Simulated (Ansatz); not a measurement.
`BCB[SiH2]F` → 2 B• + C• + F• + 7 H• + Si•  (atomization)

Calculated with Ansatz (gas phase, PBE0-D4/def2-TZVP geometries, no zero-point term in ΔE). CBS: MP2 limit from def2 TZ/QZ plus the TZ coupled-cluster correction, frozen cores. This one scheme is used for every species, atoms too. No spin–orbit coupling; open shells (•) take unrestricted orbitals. Spin–orbit coupling would lower the free atoms: a little for B, C, F, Si. One conformer a species, not always the lowest.

`BCB[SiH2]F`:

```xyz
12

B    -0.637   -2.035    0.284
C    -0.787   -0.668   -0.428
B     0.591    0.055   -0.394
Si    0.688    1.931    0.314
F     2.164    2.566    0.285
H    -1.193   -2.257    1.320
H     0.074   -2.872   -0.190
H    -1.643   -0.063   -0.127
H    -0.831   -0.916   -1.506
H     1.555   -0.529   -0.800
H    -0.197    2.826   -0.485
H     0.217    1.963    1.728
```

```tsv
species	CCSD(T)/def2-SVP energy (Eh)
`BCB[SiH2]F`	-480.12765
B•	-24.55830
C•	-37.71541
F•	-99.43472
H•	-0.49928
Si•	-288.81556
```

(1) Work out ΔE.

(2) What do rigid-rotor, harmonic-oscillator terms from PBE0-D4/def2-TZVP frequencies (298.15 K, 1 bar) make of the CCSD(T)/CBS value? (An estimate is asked.)

Largest T1 diagnostic among the species: 0.014.

## Answers

(1) ΔE = 7 × (-0.49928) + 2 × (-24.55830) + (-37.71541) + (-99.43472) + (-288.81556) − (-480.12765) = 1.55040 Eh = +42.19 eV. CCSD(T)/CBS gives +44.38 eV.

(2) The calculation gave: ΔZPE = -2.16 eV, ΔH = +42.75 eV, ΔS = 1231 J/(mol·K), ΔG = +38.95 eV. Open shells count their whole term as degenerate.

From r2SCAN to r2SCAN0 (25 % exact exchange), in def2-TZVPP and without D4, ΔE moves by −0.44 eV: exact exchange takes away binding that semilocal exchange gives to molecules. In def2-TZVPP, CCSD(T) changes the Hartree–Fock value by +8.59 eV (the triples alone add +0.44 eV) and MP2 by +9.15 eV; breaking electron pairs costs correlation energy, which Hartree–Fock lacks. At CCSD(T), def2-SVP lies −2.19 eV from the extrapolated value and def2-TZVPP −0.97 eV: correlation converges slowly with the basis, and small sets miss more of it in the bonded molecule than in its fragments.

For atomizations the MP2-based limit and the directly extrapolated one differ by several kJ/mol either way, and by 10 to 25 for some Ge, Se and Sn compounds, so smaller differences from it don't rank the levels.
